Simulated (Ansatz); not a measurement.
One change: `C=NC(F)N[SiH3]` becomes `C=NCN[SiH3]`.

Ansatz, PBE0-D4/def2-TZVP geometries, multiplicity 1. Each molecule was computed in one conformer, which needn't be the lowest.

| property | `C=NC(F)N[SiH3]` |
| --- | --- |
| size of the dipole moment (ωB97M-V/def2-TZVPP) / D | 1.12 |
| HOMO energy (PBE0/def2-TZVPP) / eV | -7.62 |
| HOMO–LUMO gap (B3LYP/def2-TZVPP) / eV | 6.28 |
| HOMO energy (PBE/def2-TZVPP) / eV | -6.18 |
| size of the dipole moment (B3LYP/def2-TZVPP) / D | 1.06 |
| LUMO energy (PBE/def2-TZVPP) / eV | -1.96 |

Q: Give the same properties after the change, and the shifts. (An estimate is asked.)

A: Computed: 
```json
{"property": "size of the dipole moment (ωB97M-V/def2-TZVPP) / D", "`C=NCN[SiH3]`": "1.09", "shift": "-0.03"}
{"property": "HOMO energy (PBE0/def2-TZVPP) / eV", "`C=NCN[SiH3]`": "-7.13", "shift": "0.49"}
{"property": "HOMO–LUMO gap (B3LYP/def2-TZVPP) / eV", "`C=NCN[SiH3]`": "6.14", "shift": "-0.14"}
{"property": "HOMO energy (PBE/def2-TZVPP) / eV", "`C=NCN[SiH3]`": "-5.79", "shift": "0.39"}
{"property": "size of the dipole moment (B3LYP/def2-TZVPP) / D", "`C=NCN[SiH3]`": "1.04", "shift": "-0.02"}
{"property": "LUMO energy (PBE/def2-TZVPP) / eV", "`C=NCN[SiH3]`": "-1.64", "shift": "0.32"}
```

With PBE0 the HOMO rises by 0.49 eV and the LUMO rises by 0.34 eV, so the gap narrows by about 0.15 eV. PBE moves the HOMO by 0.39 eV and ωB97M-V by 0.51 eV. Dipoles are sizes alone; their direction can turn.

B3LYP here is the variant with VWN-RPA as its local correlation; programs differ in this.
